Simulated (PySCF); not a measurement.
## MnN₂⁺, singlet: molecular constants

These are results of PySCF, PBE0, basis Mn def2-TZVP, N def2-TZVP (no relativity, density fitting), not measurements.

The structure is a minimum.

Z-matrix (Å, degrees; charge 1 multiplicity 1):
```
Mn
N  1 2.0458
N  2 1.1189 1 74.13
```

```
Point group                                                                   : C2v
Bond lengths                                                                  : Mn–N 2.046 Å (×2), N–N 1.119 Å
Bond angles                                                                   : Mn–N–N 74.1° (×2), N–Mn–N 31.7°
Heat capacity Cp at 298.15 K                                                  : 46.9 J/(mol K)
Highest occupied level                                                        : -13.14 eV
Rotational constants                                                          : 1.923, 0.2347, 0.2092 cm⁻¹
Enthalpy at 298.15 K above 0 K                                                : 11.98 kJ/mol
Lowest empty level                                                            : -8.81 eV
Dipole moment about the centre of mass                                        : 3.43 D
Rotational symmetry number                                                    : 2
Entropy at 298.15 K and 1 bar                                                 : 262.6 J/(mol K)
Principal quadrupole moments (Buckingham, traceless) about the centre of mass : -3.41, -1.36, 4.77 D Å
Zero-point energy                                                             : 17.1 kJ/mol
Principal polarisabilities                                                    : 16.1, 20.0, 34.1 bohr³
```

Harmonic modes (masses in u: Mn 54.938, N 14.003):
```json
{"symmetry": "b2", "ω (cm⁻¹)": "321", "IR (km/mol)": "0.4"}
{"symmetry": "a1", "ω (cm⁻¹)": "323", "IR (km/mol)": "4.0"}
{"symmetry": "a1", "ω (cm⁻¹)": "2209", "IR (km/mol)": "73.6"}
```

In C2v the vibrations span b2 + 2a1. Here b1 is antisymmetric to the molecular plane and b2 lies in it.

Charges (e):
```csv
atom,Mulliken,Löwdin,polar tensor,Mayer order to Mn1
Mn1,0.91,0.78,0.83,–
"N2,3",0.04,0.11,0.09,0.52
```
Other Mayer orders above 0.3: N–N 2.24.

Mulliken populations on Mn1: s 6.14, p 12.11, d 5.83, f 0.00.

Outer orbital energies (eV). occupied: -21.96, -20.01, -19.23, -17.93, -13.38, -13.37, -13.14; empty: -8.81, -8.56, -7.73, -7.01.

Stability towards spin polarisation was not tested. Other isomers or separated fragments may lie lower.

The final relaxation and frequency run took 36 s on 2 threads of a shared Arm Neoverse N1 host, with 107 basis functions and 8 gradients; the process peaked at 0.98 GiB. Launch command: `OMP_NUM_THREADS=2 python axn.py task.json out`.
